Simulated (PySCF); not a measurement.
## Radial density of Sc⁺ (scandium, charge +1)

wB97X, [Ar] 3d1 4p1, one real determinant (an excited configuration). All numbers are calculated (PySCF 2.14, the non-relativistic Hamiltonian (point nucleus), in dyall-av2z (16s12p7d2f, 101 functions)).

```tsv
r (bohr)	4πr²ρ (e/bohr)	4πr²(ρα − ρβ)
0.00149	0.1616	0.0000
0.00250	0.4385	0.0000
0.00421	1.154	0.0000
0.00708	2.896	0.0000
0.0119	6.687	0.0000
0.0200	13.48	0.0000
0.0337	21.67	0.0003
0.0567	24.51	0.0019
0.0953	19.26	0.0077
0.160	21.17	0.0202
0.270	25.59	0.0501
0.454	10.99	0.2005
0.763	8.049	0.5437
1.28	6.599	0.5663
2.16	1.096	0.3570
3.63	0.3558	0.3496
6.11	0.08403	0.0840
10.3	0.002114	0.0021
17.3	1.034e-05	0.0000
```

⟨L²⟩ = 8.01 against 12 for a pure F term, so this real determinant mixes terms.
